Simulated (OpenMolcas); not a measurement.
**Lines of Fe+: computed and rescaled rates**

- Program: OpenMolcas
- Method: MS-CASPT2, IPEA 0.25 Eh, imaginary shift 0.1 Eh (closed shells correlated: 3s 3p)
- Basis: ANO-RCC-VQZP [7s6p4d3f2g1h]
- Scalar Hamiltonian: DKH2, point nucleus
- Active space: 7 electrons in 6 orbitals (3d 4s)
- State averaging: 2S+1 = 6 even, 6 roots; 2S+1 = 4 even, 40 roots kept (CI in the orbitals of an earlier block); 2S+1 = 2 even, 57 roots kept (CI in the orbitals of an earlier block)
- Spin-orbit coupling: RASSI with atomic mean-field integrals over the reference wave functions, term energies averaged over their components

Rates come from the transition moments of the reference wave functions (E1 and E2 in the length form). At fixed line strength A goes as λ^-3 for E1 and M1 and as λ^-5 for E2, so a rate at the computed wavelength can be rescaled to the measured one. Measured vacuum wavelengths follow from level energies in NIST Handbook of Basic Atomic Spectroscopic Data. Branching counts decays inside the model space alone, at computed energies, and the table is only a selection of the E2 and M1 lines, drawn from those between levels with measured partners whose computed energy lies within a factor of 1.5 of the measured one.

```json
{"Upper": "3d5 4s2 6S 5/2", "Lower": "3d6 4s 6D 9/2", "Type": "E2", "λ computed (nm)": "575.7", "λ measured (nm)": "428.9", "A computed (s-1)": "2.51e-01", "A rescaled (s-1)": "1.09e+00", "Branching %": "37.5"}
{"Upper": "3d6 4s 4D 1/2(2)", "Lower": "3d6 4s 6D 1/2", "Type": "M1", "λ computed (nm)": "322.7", "λ measured (nm)": "329", "A computed (s-1)": "2.23e-01", "A rescaled (s-1)": "", "Branching %": "61.5"}
{"Upper": "3d6 4s 4D 7/2(2)", "Lower": "3d6 4s 6D 9/2", "Type": "M1", "λ computed (nm)": "311.1", "λ measured (nm)": "317.6", "A computed (s-1)": "2.22e-01", "A rescaled (s-1)": "", "Branching %": "55.7"}
{"Upper": "3d6 4s 4D 3/2(2)", "Lower": "3d6 4s 6D 3/2", "Type": "M1", "λ computed (nm)": "321.1", "λ measured (nm)": "327.8", "A computed (s-1)": "1.59e-01", "A rescaled (s-1)": "", "Branching %": "49.8"}
{"Upper": "3d6 4s 4D 5/2(2)", "Lower": "3d6 4s 6D 5/2", "Type": "M1", "λ computed (nm)": "318.5", "λ measured (nm)": "325.5", "A computed (s-1)": "1.21e-01", "A rescaled (s-1)": "", "Branching %": "40.0"}
{"Upper": "3d6 4s 2I 13/2", "Lower": "3d6 4s 4H 13/2", "Type": "M1", "λ computed (nm)": "834.5", "λ measured (nm)": "860.3", "A computed (s-1)": "9.94e-02", "A rescaled (s-1)": "", "Branching %": "63.0"}
{"Upper": "3d6 4s 2I 11/2", "Lower": "3d6 4s 4H 9/2", "Type": "M1", "λ computed (nm)": "854", "λ measured (nm)": "882.7", "A computed (s-1)": "3.98e-02", "A rescaled (s-1)": "", "Branching %": "29.7"}
{"Upper": "3d6 4s 4G 5/2", "Lower": "3d6 4s 4H 7/2", "Type": "M1", "λ computed (nm)": "2261", "λ measured (nm)": "2302", "A computed (s-1)": "3.41e-02", "A rescaled (s-1)": "", "Branching %": "39.3"}
{"Upper": "3d6 4s 2H 11/2 [64 %]", "Lower": "3d6 4s 4H 13/2", "Type": "M1", "λ computed (nm)": "2126", "λ measured (nm)": "2033", "A computed (s-1)": "2.33e-02", "A rescaled (s-1)": "", "Branching %": "60.4"}
{"Upper": "3d6 4s 4G 9/2 [68 %]", "Lower": "3d6 4s 4H 9/2", "Type": "M1", "λ computed (nm)": "2345", "λ measured (nm)": "2368", "A computed (s-1)": "1.36e-02", "A rescaled (s-1)": "", "Branching %": "31.4"}
{"Upper": "3d6 4s 4G 11/2 [63 %]", "Lower": "3d6 4s 4H 13/2", "Type": "M1", "λ computed (nm)": "2423", "λ measured (nm)": "2394", "A computed (s-1)": "1.19e-02", "A rescaled (s-1)": "", "Branching %": "38.1"}
{"Upper": "3d6 4s 2H 9/2 [68 %]", "Lower": "3d6 4s 4H 9/2", "Type": "M1", "λ computed (nm)": "2202", "λ measured (nm)": "2096", "A computed (s-1)": "6.74e-03", "A rescaled (s-1)": "", "Branching %": "40.8"}
{"Upper": "3d6 4s 4D 7/2(1)", "Lower": "3d6 4s 6D 9/2", "Type": "M1", "λ computed (nm)": "1382", "λ measured (nm)": "1257", "A computed (s-1)": "4.97e-03", "A rescaled (s-1)": "", "Branching %": "69.9"}
{"Upper": "3d6 4s 4D 1/2(1)", "Lower": "3d6 4s 6D 1/2", "Type": "M1", "λ computed (nm)": "1394", "λ measured (nm)": "1271", "A computed (s-1)": "3.71e-03", "A rescaled (s-1)": "", "Branching %": "76.6"}
{"Upper": "3d6 4s 4D 5/2(1)", "Lower": "3d6 4s 4D 7/2(1)", "Type": "M1", "λ computed (nm)": "22180", "λ measured (nm)": "22900", "A computed (s-1)": "2.83e-03", "A rescaled (s-1)": "2.57e-03", "Branching %": "42.6"}
{"Upper": "3d6 4s 4D 3/2(1)", "Lower": "3d6 4s 6D 3/2", "Type": "M1", "λ computed (nm)": "1406", "λ measured (nm)": "1279", "A computed (s-1)": "2.69e-03", "A rescaled (s-1)": "", "Branching %": "49.0"}
{"Upper": "3d6 4s 4H 9/2", "Lower": "3d6 4s 6D 9/2", "Type": "M1", "λ computed (nm)": "455.4", "λ measured (nm)": "463.4", "A computed (s-1)": "2.64e-03", "A rescaled (s-1)": "", "Branching %": "80.7"}
{"Upper": "3d6 4s 6D 7/2", "Lower": "3d6 4s 6D 9/2", "Type": "M1", "λ computed (nm)": "25850", "λ measured (nm)": "25990", "A computed (s-1)": "2.18e-03", "A rescaled (s-1)": "2.14e-03", "Branching %": "100.0"}
{"Upper": "3d6 4s 4D 5/2(1)", "Lower": "3d6 4s 6D 5/2", "Type": "M1", "λ computed (nm)": "1426", "λ measured (nm)": "1295", "A computed (s-1)": "2.12e-03", "A rescaled (s-1)": "", "Branching %": "31.8"}
{"Upper": "3d6 4s 6D 5/2", "Lower": "3d6 4s 6D 7/2", "Type": "M1", "λ computed (nm)": "34560", "λ measured (nm)": "35350", "A computed (s-1)": "1.69e-03", "A rescaled (s-1)": "1.58e-03", "Branching %": "100.0"}
{"Upper": "3d6 4s 4H 7/2", "Lower": "3d6 4s 6D 7/2", "Type": "M1", "λ computed (nm)": "461", "λ measured (nm)": "468.9", "A computed (s-1)": "1.03e-03", "A rescaled (s-1)": "", "Branching %": "56.2"}
{"Upper": "3d6 4s 6D 3/2", "Lower": "3d6 4s 6D 5/2", "Type": "M1", "λ computed (nm)": "49590", "λ measured (nm)": "51300", "A computed (s-1)": "7.99e-04", "A rescaled (s-1)": "7.22e-04", "Branching %": "100.0"}
{"Upper": "3d6 4s 6D 1/2", "Lower": "3d6 4s 6D 3/2", "Type": "M1", "λ computed (nm)": "83810", "λ measured (nm)": "87380", "A computed (s-1)": "2.15e-04", "A rescaled (s-1)": "1.90e-04", "Branching %": "100.0"}
{"Upper": "3d6 4s 4H 11/2", "Lower": "3d6 4s 4H 13/2", "Type": "M1", "λ computed (nm)": "65940", "λ measured (nm)": "55940", "A computed (s-1)": "1.26e-04", "A rescaled (s-1)": "2.06e-04", "Branching %": "86.1"}
{"Upper": "3d6 4s 4H 13/2", "Lower": "3d6 4s 6D 9/2", "Type": "E2", "λ computed (nm)": "461.3", "λ measured (nm)": "470.6", "A computed (s-1)": "2.18e-05", "A rescaled (s-1)": "", "Branching %": "100.0"}
```

Spin-changing lines and M1 lines between different terms are not rescaled, since their strength hangs on the term gaps too.

The largest correction is for 3d5 4s2 6S 5/2 → 3d6 4s 6D 9/2 (E2): 2.51e-01 × (575.7 / 428.9)^5 = 1.09e+00 s-1, a factor of 4.36.

The computed order of these levels differs from the measured one in 3 places, and where term gaps are wrong the rates of spin-changing lines can be off by large factors.

These are rates of the free ion; in crystals, glasses and complexes forced electric-dipole and non-radiative decay shorten such lifetimes by orders of magnitude. No measured rate stands beside these. Rescaling mends the energy factor alone: line strengths can still be far off where a level mixes with configurations outside the active space, and weak or spin-changing lines hang on small mixing coefficients that depend on the term gaps too, so rescaling need not improve them.

Term energies are means over components that CASPT2 splits; among the terms shown or strongly mixed into the levels shown the widest spread is 1600 cm-1 (3d6 4s 2I). Over all roots computed the reference weight is 0.88 to 0.93; the roots of lowest weight are the least certain, and an intruder state may touch them. Some levels mix across a computed gap that differs much from the measured one, so their mixing is not that of the real levels. Terms from blocks run as CI alone lack orbitals of their own. A single d shell beside an s shell can misplace configurations of different d count against each other. The CASPT2 spread within a term exceeds the gap to the next term for 3d6 4s 4G and 3d6 4s 2H, 3d6 4s 4D(2) and 3d6 4s 2I, so the order of their levels is uncertain, and so are names and mixing where such terms share a J. No level of 3d7 was computed, though it lies in the active space. Measured partners are found by configuration, term and J. A level has none where our copy of the source lacks it or the pairing is in doubt (some pairs that miss far off the trend of their configuration count as doubtful). Only configurations of the active space appear.

A share in square brackets marks a mixed level and gives the weight of the term that names it. A number in round brackets counts repeated terms of one configuration in the order of the reference energies.
